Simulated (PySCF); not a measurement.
## Bonding in 1-phenylaziridine

1-phenylaziridine, C₈H₉N.
Atom-mapped SMILES: `[cH:1]1[cH:2][cH:3][c:4]([N:5]2[CH2:6][CH2:7]2)[cH:8][cH:9]1` (hydrogens: H10 on C1; H11 on C2; H12 on C3; H13, H14 on C6; H15, H16 on C7; H17 on C8; H18 on C9)

Cartesian coordinates in Å at the PBE0-D3(BJ)/def2-SVP level; atoms count from 1:
```
atom  x, y, z in Å
C1    -2.5430    0.2286   -0.1912
C2    -1.8299    1.1270    0.6025
C3    -0.4770    0.9270    0.8600
C4     0.1877   -0.1850    0.3233
N5     1.5285   -0.4225    0.6263
C6     2.5540    0.5643    0.4449
C7     2.5202   -0.6772   -0.3786
C8    -0.5305   -1.0864   -0.4752
C9    -1.8833   -0.8775   -0.7268
H10   -3.6042    0.3898   -0.3919
H11   -2.3330    1.9993    1.0275
H12    0.0781    1.6290    1.4866
H13    3.2770    0.6741    1.2603
H14    2.2780    1.5000   -0.0586
H15    3.2181   -1.4977   -0.1801
H16    2.2221   -0.5662   -1.4293
H17   -0.0173   -1.9566   -0.8909
H18   -2.4283   -1.5894   -1.3519
```

Bond orders from the PBE0/pcSseg-1 density (PySCF). The structure is a single PBE0-D3(BJ)/def2-SVP conformer in the gas phase; no vibrational or solvent corrections.

Q: Where do the orders between heavy atoms depart from those drawn in the SMILES?

A: The largest departure is 0.123, at C3–C4 (drawn aromatic, 1.377) and C4–C8 (drawn aromatic, 1.377), counting aromatic bonds as 1.5. The bonds drawn aromatic range from 1.38 to 1.45.

Q: Give the Mayer order of every bond, beside its length.

A: 
```
  bond  drawn as  length (Å)  Mayer order
 C1–C2  aromatic       1.395        1.424
 C2–C3  aromatic       1.392        1.448
 C3–C4  aromatic       1.402        1.377
 C4–N5    single       1.395        0.963
 N5–C6    single       1.435        0.929
 C6–C7    single       1.490        1.015
 C4–C8  aromatic       1.402        1.377
 C8–C9  aromatic       1.392        1.448
 C9–C1  aromatic       1.395        1.424
 C7–N5    single       1.435        0.929
C1–H10    single       1.092        0.967
C2–H11    single       1.093        0.959
C3–H12    single       1.092        0.959
C6–H13    single       1.095        0.950
C6–H14    single       1.098        0.938
C7–H15    single       1.095        0.950
C7–H16    single       1.098        0.938
C8–H17    single       1.092        0.959
C9–H18    single       1.093        0.959
```

By pair of heavy elements: C–C: lowest C6–C7 (1.015, 1.490 Å), highest C2–C3 and C8–C9 (1.448, 1.392 Å). C–N: lowest N5–C6 and C7–N5 (0.929, 1.435 Å), highest C4–N5 (0.963, 1.395 Å). Bonds named together lie within 0.004.

Q: Sum the orders of all bonds at each heavy atom with more than one neighbour and set the sums beside the valence in the SMILES.

A: C1 3.815 (drawn 4), C2 3.831 (drawn 4), C3 3.784 (drawn 4), C4 3.717 (drawn 4), N5 2.821 (drawn 3), C6 3.832 (drawn 4), C7 3.832 (drawn 4), C8 3.784 (drawn 4), C9 3.831 (drawn 4). Orders between atoms that aren't bonded are not in these sums.

Mayer orders depend on the basis set.

These values come from a run that also computed NMR shieldings. On one thread of an x86-64 server, on a shared host, this took 26 s.
